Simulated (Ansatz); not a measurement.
Mulliken charges of H5OPSSi, SMILES `O[SiH](P)S` from B3LYP/def2-TZVPP in Ansatz (PBE0-D4/def2-TZVP geometry).

```tsv
atom	x (Å)	y (Å)	z (Å)	charge (e)
O1	-1.618	0.584	0.530	-0.382
Si2	-0.038	0.212	0.273	0.511
P3	0.151	-1.704	-0.889	-0.163
S4	0.982	1.637	-0.950	-0.278
H5	-2.153	0.778	-0.243	0.189
H6	0.549	0.190	1.632	-0.066
H7	-0.292	-2.489	0.209	0.036
H8	1.526	-1.854	-0.567	0.043
H9	0.981	2.599	-0.011	0.110
```

Question: By hand: the dipole of these point charges (1 e Å = 4.8032 D).

Answer: Σ q r = (0.021, -0.041, 0.174) e Å, of length 0.180 e Å = 0.86 D.

Question: How does the dipole of the full density compare? (An estimate is asked.)

Answer: Ansatz gave: (-0.071, 0.041, 0.051) e Å, 0.46 D; the point charges give 1.87 times that, at 71° from its direction.

Point charges leave out the atoms' own dipoles, such as those of lone pairs, and Mulliken's split depends on the basis, so the two needn't agree.

B3LYP here is the variant with VWN-RPA as its local correlation; programs differ in this.
